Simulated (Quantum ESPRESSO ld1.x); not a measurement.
Question: Rb2+, 35 electrons, occupied as [Ar] 3d10 4s1 4p5 4f1 (not the ground configuration). Method: Dirac Kohn-Sham, PBE, spin-unpolarised, spherical densities, point nucleus; open shells are shared between the two j in proportion to 2j + 1; computed with ld1.x of Quantum ESPRESSO 7.5.

Spin-orbit splittings of the eigenvalues, e(l+1/2) - e(l-1/2), with zeta = 2 splitting/(2l+1) and mean radii in bohr:

| shell | occ. | splitting (eV) | zeta (eV) | <r> j=l-1/2 | <r> j=l+1/2 |
|---|---|---|---|---|---|
| 2p | 6 | ? | ? | 0.1523 | 0.1563 |
| 3p | 6 | 9.148 | 6.099 | 0.5111 | 0.5214 |
| 3d | 10 | 1.558 | 0.6230 | 0.5211 | 0.5248 |
| 4p | 5 | 1.088 | 0.7252 | 1.551 | 1.578 |
| 4f | 1 | 0.0002888 | 0.00008251 | 5.396 | 5.397 |

Estimate the 2p splitting.

Answer: 60.79 eV (zeta = 40.53 eV).
